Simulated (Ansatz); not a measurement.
Cost and result up the ladder for (KCl)4 cube (K4Cl4) (8 atoms). Charge 0, multiplicity 1. Geometry: PBE-D4/def2-SVP.

```tsv
atom	x (Å)	y (Å)	z (Å)
Cl1	-0.652	-2.293	-1.172
Cl2	1.543	-0.490	2.106
Cl3	-2.207	1.249	0.791
Cl4	1.315	1.534	-1.725
K5	-1.250	-1.457	1.639
K6	2.097	-1.187	-0.752
K7	0.620	2.179	1.114
K8	-1.467	0.465	-2.001
```

Ansatz on 4 threads of INTEL XEON PLATINUM 8581C on a shared host. Times are rough, and most runs start from the orbitals of an earlier one. ωB97X-V/def2-TZVP serves as the yardstick here, not as an exact answer. Differences are given only for rows in sets of like size (and for xTB, whose basis is part of the method), since another set adds its own error. Binding counts from free atoms at the same level (Cl doublet, K doublet; other spins of the atoms weren't run), without zero-point energy or a counterpoise term.

Correlated methods freeze 40 core orbitals; core or outer-core shells of K are correlated, in sets that lack core-valence functions.

Correlated methods converge slowly with the basis.

```json
{"level": "PBE-D4/def2-SVP", "functions": "168", "binding energy per atom (eV)": "2.94", "difference from ωB97X-V/def2-TZVP (eV)": "–"}
{"level": "HF/STO-3G", "functions": "88", "binding energy per atom (eV)": "2.87", "difference from ωB97X-V/def2-TZVP (eV)": "–"}
{"level": "RPA@PBE/def2-TZVP", "functions": "280", "binding energy per atom (eV)": "2.55", "difference from ωB97X-V/def2-TZVP (eV)": "-0.41"}
{"level": "MP2/def2-TZVP", "functions": "280", "binding energy per atom (eV)": "2.87", "difference from ωB97X-V/def2-TZVP (eV)": "-0.09"}
{"level": "PBE-D4/def2-TZVP (with forces)", "functions": "280", "binding energy per atom (eV)": "2.85", "difference from ωB97X-V/def2-TZVP (eV)": "-0.11"}
{"level": "CAM-B3LYP-D4/def2-TZVP", "functions": "280", "binding energy per atom (eV)": "2.87", "difference from ωB97X-V/def2-TZVP (eV)": "-0.09"}
{"level": "PBE0-D4/def2-SVP", "functions": "168", "binding energy per atom (eV)": "2.93", "difference from ωB97X-V/def2-TZVP (eV)": "–"}
{"level": "r2SCAN-D4/def2-TZVP", "functions": "280", "binding energy per atom (eV)": "2.93", "difference from ωB97X-V/def2-TZVP (eV)": "-0.04"}
{"level": "ωB97X-V/def2-TZVP", "functions": "280", "binding energy per atom (eV)": "2.96", "difference from ωB97X-V/def2-TZVP (eV)": "0.00"}
{"level": "PBE0-D4/def2-TZVP", "functions": "280", "binding energy per atom (eV)": "2.85", "difference from ωB97X-V/def2-TZVP (eV)": "-0.11"}
{"level": "BHLYP-D4/def2-TZVP", "functions": "280", "binding energy per atom (eV)": "2.83", "difference from ωB97X-V/def2-TZVP (eV)": "-0.14"}
```

(1) Estimate how long each takes.

Results:

(1) HF/STO-3G 0.4 s; PBE-D4/def2-SVP 1.9 s; PBE0-D4/def2-SVP 2.8 s; PBE-D4/def2-TZVP (with forces) 3.9 s; MP2/def2-TZVP 5.5 s; r2SCAN-D4/def2-TZVP 6.5 s; BHLYP-D4/def2-TZVP 7 s; RPA@PBE/def2-TZVP 7 s; CAM-B3LYP-D4/def2-TZVP 7.5 s; PBE0-D4/def2-TZVP 8 s; ωB97X-V/def2-TZVP 15 s. On shared hardware such times vary by a factor of up to 3.
